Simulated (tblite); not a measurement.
Compound: C₈H₅O₂ (charge -1).
Numbering: `[CH:1]#[C:2][c:3]1[cH:4][c:5]([OH:6])[cH:7][cH:8][c:9]1[O-:10]` (hydrogens: H11 on C1; H12 on C4; H13 on O6; H14 on C7; H15 on C8)

Structure optimised with GFN2-xTB, isolated species.

Task: List the bond lengths, angles and torsions at this level.

Result: 
```tsv
bond	length (Å)
C1≡C2	1.205
C2–C3	1.406
C3–C4	1.393
C4–C5	1.379
C5–O6	1.406
C5–C7	1.393
C7–C8	1.371
C8–C9	1.435
C9–O10	1.255
C3–C9	1.447
C1–H11	1.050
C4–H12	1.090
O6–H13	0.963
C7–H14	1.084
C8–H15	1.084
```

A selection of angles:
```tsv
angle	degrees
C2–C1–H11	177.8
C1–C2–C3	178.3
C2–C3–C4	118.5
C2–C3–C9	119.9
C4–C3–C9	121.5
C3–C4–C5	121.4
C3–C4–H12	118.8
C5–C4–H12	119.8
C4–C5–O6	121.6
C4–C5–C7	119.2
O6–C5–C7	119.2
C5–O6–H13	106.5
C5–C7–C8	120.3
C5–C7–H14	118.7
C8–C7–H14	121.0
C7–C8–C9	123.7
C7–C8–H15	119.6
C9–C8–H15	116.7
C8–C9–O10	122.3
C3–C9–C8	113.8
C3–C9–O10	123.9
```

Dihedral angles: H13–O6–C5–C4 0° (synperiplanar).

C7 (aromatic CH carbon) is planar (angles 121.0°, 120.3° and 118.7°, sum 360.0°, 0.00 Å off the plane of its three neighbours). The 6-membered ring C3–C4–C5–C7–C8–C9 has internal angles of 113.8° to 123.7° (sum 720°, against 720° for a flat polygon); it is planar, 0.00 Å rms from its mean plane, widest ring torsion 1°. The C–O distances run from 1.255 Å (C9–O10, drawn single) to 1.406 Å (C5–O6, drawn single), a spread of 0.151 Å. The 10 heavy atoms lie in one plane (0.008 Å rms). C8 (aromatic CH carbon) is planar (angles 123.7°, 119.6° and 116.7°, sum 360.0°, 0.00 Å off the plane of its three neighbours). C9 (aromatic carbon bearing oxygen) is planar (angles 123.9°, 122.3° and 113.8°, sum 360.0°, 0.00 Å off the plane of its three neighbours). C5 (aromatic carbon bearing oxygen) is planar (angles 121.6°, 119.2° and 119.2°, sum 360.0°, 0.00 Å off the plane of its three neighbours).

Its GFN2-xTB frequencies are all real (lowest 99 cm⁻¹). Torsions: C4–C5–O6–H 0°.

Hardware: Arm Neoverse V2, one thread, shared host. Cost: 0.37 s of wall time. This is the geometry optimisation.

One conformer stands for the species.

The numbers are calculated, not measured.
